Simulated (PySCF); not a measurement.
PySCF input:

```python
from pyscf import gto, scf, dft

mol = gto.M(
    atom='''
    Se   -0.00497822   -0.00918719    0.17570820
    Cl    1.57845378    1.84451912   -0.03516462
    Cl   -1.56849733   -1.82614473   -0.31625177
    ''',
    basis='def2-tzvpd',
    charge=-1,
    spin=1,
    verbose=4,
)

mf = dft.UKS(mol, xc='pw6b95').density_fit(auxbasis='def2-universal-jkfit')
mf.grids.level = 3
mf.conv_tol = 1e-9
mf.max_cycle = 100
mf.max_memory = 1500
mf.kernel()
if not mf.converged:
    mf = mf.newton()
    mf.kernel(mf.make_rdm1())
for _ in range(2):
    mo, _, stable, _ = mf.stability(return_status=True)
    if stable:
        break
    mf.kernel(mf.make_rdm1(mo, mf.mo_occ))
mf.analyze()
```

**Question.** What final total energy does it print?

**Answer.** -3323.87344 Eh (PW6B95/def2-TZVPD).
